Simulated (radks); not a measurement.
Removal energies from the nickel ion Ni12+, [Ne] 3s2 3p4, by Delta-SCF beside the eigenvalue of the level emptied. Calculated with a radial shooting solver on a logarithmic mesh with Libxc functionals: non-relativistic Kohn-Sham, PBE, spin-polarised, spherical densities, point nucleus. Open shells are filled with parallel spins first.

removed from	final configuration	Delta-SCF (eV)	-eigenvalue (eV)
3p	[Ne] 3s2 3p3	382.99	367.16
3s	[Ne] 3s1 3p4	421.26	405.74
2p	[He] 2s2 2p5 3s2 3p4	1244.7	1199.1
2s	[He] 2s1 2p6 3s2 3p4	1359.7	1320.3
